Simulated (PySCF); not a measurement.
**Input and output of a scripted DFT run**

The script drives PySCF with single-precision fitted integrals, so total energies wander by about 1e-6 Eh between cycles (the fitting error itself is about 1e-3 Eh and cancels in differences); atoms count from 0.  Level: ΔSCF with unrestricted SCAN, pcX-2 on the ionised atom and pcseg-1 elsewhere, spin-free X2C, PySCF, on the GFN2-xTB geometry.

Job and coordinates (Å):

```
{"job": {"kind": "xps", "atoms": [5, 7]}, "charge": 0, "multiplicity": 1}
P     -0.438873     5.319712    -0.002773
B     -1.959798     6.303247    -0.001767
P     -3.479940     5.322844     0.001068
B     -3.534475     3.496453    -0.000779
P     -1.934997     2.569206     0.001388
B     -0.337688     3.495082    -0.000318
P      2.871350    -0.182585     0.000458
B      1.264582     0.730467     0.000521
P     -0.340024    -0.195823     0.001370
B     -0.348966    -2.039750     0.001223
P      1.256708    -2.959904     0.000741
B      2.857410    -2.039970     0.000896
P     -1.954120    -2.959996     0.001795
B     -1.956431    -4.799370     0.000537
P     -0.372654    -5.648437     0.002171
B      1.259517    -4.808622    -0.000015
P      4.386689    -3.040290     0.001727
P      2.868227    -5.674939    -0.000779
B      4.477572    -4.849223    -0.000141
P     -5.078155     2.503199     0.009030
B     -5.134801     0.707031    -0.001420
P     -3.541069    -0.211315     0.002252
B     -1.941398     0.718489     0.001584
P      4.380281     2.528888    -0.002291
B      2.854750     3.497480     0.000367
P      1.277617     2.578391     0.000045
B      4.455991     0.723437     0.000796
B     -3.526542    -2.035407     0.001769
H      0.750457     6.008874    -0.001648
H     -1.958847     7.472052    -0.001711
H     -4.691435     5.973945    -0.002471
H     -2.964594    -5.394379    -0.000376
H     -0.340793    -7.024610    -0.001961
H      5.578180    -2.355008     0.001623
H      2.826207    -7.049686    -0.001779
H      5.490199    -5.432863    -0.000510
H     -6.253875     3.219146    -0.006544
H     -6.154166     0.131495    -0.003368
H      5.571294     3.216810     0.001211
H      2.874760     4.669325     0.001117
H      5.480809     0.155051     0.001559
H     -4.542831    -2.621527     0.002020
```

Command:

```bash
OMP_NUM_THREADS=2 python large_run.py task.json out
```

Task: What does the program print?

Result: 
```
ground state, core basis on atom 5 (B), 549 functions
  cycle   1  E = -5145.69034828  |g| = 5.22e-01
  cycle   2  E = -5145.62012667  |g| = 6.74e-01
  cycle   3  E = -5145.79620977  |g| = 2.00e-01
  cycle   4  E = -5145.80829656  |g| = 1.17e-01
  cycle   5  E = -5145.81358141  |g| = 3.53e-02
  cycle   6  E = -5145.81391368  |g| = 1.78e-02
  cycle   7  E = -5145.81402221  |g| = 7.13e-03
  cycle   8  E = -5145.81404536  |g| = 1.80e-03
  cycle   9  E = -5145.81404120  |g| = 1.18e-03
  cycle  10  E = -5145.81404614  |g| = 3.27e-04
  E(ground) = -5146.14265256 Eh
hole in B 1s of atom 5
...
  cycle   5  E = -5138.62039112  |g| = 2.35e-01
  cycle   6  E = -5138.64516642  |g| = 1.55e-01
  cycle   7  E = -5138.65506543  |g| = 1.23e-01
  cycle   8  E = -5138.66752992  |g| = 3.11e-02
  cycle   9  E = -5138.66828030  |g| = 1.13e-02
  cycle  10  E = -5138.66841054  |g| = 8.60e-03
  cycle  11  E = -5138.66852757  |g| = 5.43e-03
  cycle  12  E = -5138.66862509  |g| = 4.46e-03
  cycle  13  E = -5138.66868174  |g| = 4.12e-03
  cycle  14  E = -5138.66869555  |g| = 2.01e-03
  E(ion) = -5138.99988235 Eh   <S^2> = 0.8756   hole on atom = 1.000   binding energy = 194.365 eV
```

The run took 4.2 min of wall time on 2 threads of Arm Neoverse N1 (shared host), peak memory 1.5 GiB.
